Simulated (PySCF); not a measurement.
# Bond length, frequency and bond energy of MoN by level of theory

State: ⁴Σ⁻ (quartet), unpaired electrons σ ↑, δ ↑↑. Set-up: Mo def2-TZVPPD with ECP28, N def2-TZVPPD; scalar-relativistic core potentials (PySCF 2.14). De refers to Mo (4d5 5s1) + N in their high-spin ground configurations, without counterpoise correction. The functionals are run spin-unrestricted. A positive dipole means Mo(−)N(+). Levels whose curve was spin-contaminated or gave no clean fit are not listed.

```tsv
Level	Re (Å)	ωe (cm⁻¹)	De (eV)	μ (D)	CPU s a point (SCF and correlation, without the integrals)
ROHF	1.564	1285	n/a	-3.33	1.1
ROHF-MP2	1.693	932	n/a	n/a	2.1
ROHF-SCS-MP2	1.678	960	n/a	n/a	n/a
ROHF-CCSD	1.617	1132	4.35	n/a	n/a
ROHF-CCSD(T)	1.639	1069	5.11	n/a	160
PBE	1.632	1099	6.23	-3.10	1.5
r²SCAN	1.628	1087	5.08	-3.25	2.3
PBE0	1.610	1130	5.07	-3.21	2.9
r²SCAN0	1.613	1078	4.23	-3.30	3.3
BHandHLYP	1.601	1107	4.20	-3.35	2
M06-2X	1.596	1205	5.51	-3.28	12
ωB97X-V	1.597	1193	5.41	-3.22	7.2
```

The bond length runs from 1.564 Å (ROHF) to 1.693 Å (ROHF-MP2). De spans 4.20 eV (BHandHLYP, global hybrid GGA) to 6.23 eV (PBE, GGA).

Correlated steps freeze 1 core orbital. The metal atom is held in its measured ground configuration; semilocal functionals can put another filling of s and d lower by some tenths of an eV, and De to that atom would be smaller. Spin–orbit coupling is left out, which matters for elements this heavy, above all for dissociation energies. UHF is strongly spin-contaminated for MoN, so the ROHF reference used there is far from stable. With d or f electrons several states lie close, and the lowest PBE0 determinant need not be the measured ground state.

The whole job (state search and all levels along the bond) took about 18 min on 2 threads of Arm Neoverse V2 (shared host), peak memory 4.2 GiB.
